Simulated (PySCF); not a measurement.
Cartesian coordinates in Å; atom numbers follow the order of the lines, from 1:
```xyz
13

F     1.549   -1.210    1.838
Si    1.285   -0.919    0.263
C    -0.537   -1.096   -0.153
C    -1.189    0.281    0.107
Si    0.119    1.594   -0.304
O     1.523    0.697   -0.043
H     2.250   -1.759   -0.486
H    -0.603   -1.356   -1.225
H    -1.036   -1.911    0.396
H    -2.129    0.411   -0.453
H    -1.443    0.383    1.176
H     0.072    2.042   -1.728
H     0.088    2.783    0.593
```

Geometry: PBE0-D3(BJ)/def2-SVP; GIAO shifts from PySCF 2.14, gas phase, non-relativistic, averaged over equivalent atoms.

At PBE0/pcSseg-1 (151 basis functions, 16 s wall time on 1 thread of an Arm Neoverse V2, shared host):
```tsv
atoms	δ (ppm)
F1	-147.8
Si2	4.6
Si5	0.8
C3	9.8
C4	5.9
O6	79.7
H13	5.15
H7	5.08
H12	4.91
H9	1.16
H11	1.06
H10	0.94
H8	0.36
```

δ = σ(ref) − σ, references computed at the same level: 19F (σ = 177.25 ppm) against CFCl3; TMS for 29Si (σ = 351.99 ppm), 13C (σ = 184.41 ppm), 1H (σ = 31.27 ppm); H2O for 17O (σ = 334.56 ppm).

Estimate the result of repeating the calculation with WP04/pcSseg-2.

Answers


| atoms | δ at WP04/pcSseg-2 | change |
| --- | --- | --- |
| F1 | -159.2 | -11.4 |
| Si2 | -19.9 | -24.5 |
| Si5 | -14.1 | -14.9 |
| C3 | 11.5 | +1.7 |
| C4 | 8.7 | +2.8 |
| O6 | 69.1 | -10.6 |
| H13 | 4.51 | -0.64 |
| H7 | 4.60 | -0.48 |
| H12 | 4.28 | -0.63 |
| H9 | 1.19 | +0.03 |
| H11 | 0.97 | -0.09 |
| H10 | 1.01 | +0.07 |
| H8 | 0.48 | +0.12 |

Shifts are taken against calculated references (same method and geometry level): 19F (σref 177.34) vs CFCl3; 29Si (σref 328.00) and 13C (σref 172.10) and 1H (σref 31.61) against TMS; H2O for 17O (σref 314.06).

The largest change is at Si2 (silicon bonded to C, F, O, H, in a 5-membered ring). Cost: 328 basis functions, 41 s wall time on 1 thread of an Arm Neoverse V2, shared host.

Unscaled 19F shifts against computed CFCl3 carry errors that often reach 10 to 50 ppm. Experimental scales use liquid or dissolved standards, which lie at an offset from isolated H2O (liquid H2O: subtract about 36 ppm).
